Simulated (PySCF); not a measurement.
SMILES Bc1ccc(C=C)s1 (C6H7BS), GFN2-xTB optimised geometry. Atoms within 1.6 Å of the plane z = 1.5 Å (x, y, z in Å): B1 (-1.41, -2.90, 0.00), C2 (-0.46, -1.72, 0.00), C3 (0.92, -1.72, 0.00), C4 (1.51, -0.45, 0.00), C5 (0.58, 0.57, 0.00), C6 (0.86, 1.98, 0.00), C7 (-0.06, 2.94, 0.00), S8 (-1.03, -0.06, 0.00), H9 (-0.97, -3.98, 0.00), H10 (-2.57, -2.72, 0.00), H11 (1.49, -2.63, 0.00), H12 (2.57, -0.27, 0.00), H13 (1.91, 2.23, 0.00), H14 (-1.11, 2.71, 0.00), H15 (0.21, 3.98, 0.00).

Level of theory: PBE0/def2-TZVP in PySCF.

Map of the electron localisation function on the plane z = 1.5 Å:

```
|                             |
|                             |
|                             |
|                             |
|              ..             |
|             ...             |
|            .:--.            |
|           ..-+*=.           |
|            .-*%*:.          |
|             .=*+:.          |
|               ::.           |
|          .    ..            |
|        .=**-.....           |
|        -#@@#=::--.          |
|        -#@@%=..-=-:.        |
|        .+#%*:  .-=:.        |
|         .:-:.  .--:         |
|           .....:-:.         |
|           :-=----.          |
|       ..  :++=--:.          |
|      .=-. .--:....          |
|      .=-.  ..               |
|       ..   .                |
|           ::.               |
|          .-=:               |
|           :-.               |
|                             |
|                             |
|                             |
```
Scale: ten equal steps from 0.000 (start of ' ') to 0.816 (end of '@'), in the order ' .:-=+*#%@'; x runs from -6.00 to 6.00, y from -6.00 (bottom) to 6.00 (top).
